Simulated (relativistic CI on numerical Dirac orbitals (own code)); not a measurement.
# Rh6+ (4d3) in a crystal field

Calculated by Dirac-Coulomb-Breit CI, separate exchange-only KLI orbitals for each configuration, model QED (radiative potential, 1s self-energy scaled to tabulated hydrogen-like ionisation energies), valence Slater integrals scaled by 0.9, one configuration in a parametric crystal field (own radial code). With so little scaling, terms lie 10 to 35 % too far apart, which can change the order of excited levels.

Field parameters in Wybourne normalisation: D3d B²₀ = −7Dσ, B⁴₀ = −14Dq − 21Dτ, B⁴₃ = −14√(10/7) Dq. The field is a parameter set, without covalency.

S is read from ⟨S²⟩ = S(S + 1).

Levels (cm⁻¹, degeneracy): 0 (2), 40 (2), 16940 (2), 17843 (2), 19216 (2), 19377 (2), 19955 (2), 22205 (2), 22554 (2), 22800 (2), 23286 (2), 24961 (2).

(1) Which field gives this pattern?
A. D3d, 10Dq = 23850, Dσ = 330, Dτ = -170 cm⁻¹
B. D3d, 10Dq = 23850, Dσ = -980, Dτ = -170 cm⁻¹
C. D3d, 10Dq = 23850, Dσ = 760, Dτ = -170 cm⁻¹
D. D3d, 10Dq = 23850, Dσ = 1200, Dτ = -170 cm⁻¹

## Answers

(1) B. D3d, 10Dq = 23850, Dσ = -980, Dτ = -170 cm⁻¹, ground level with S = 1.49.
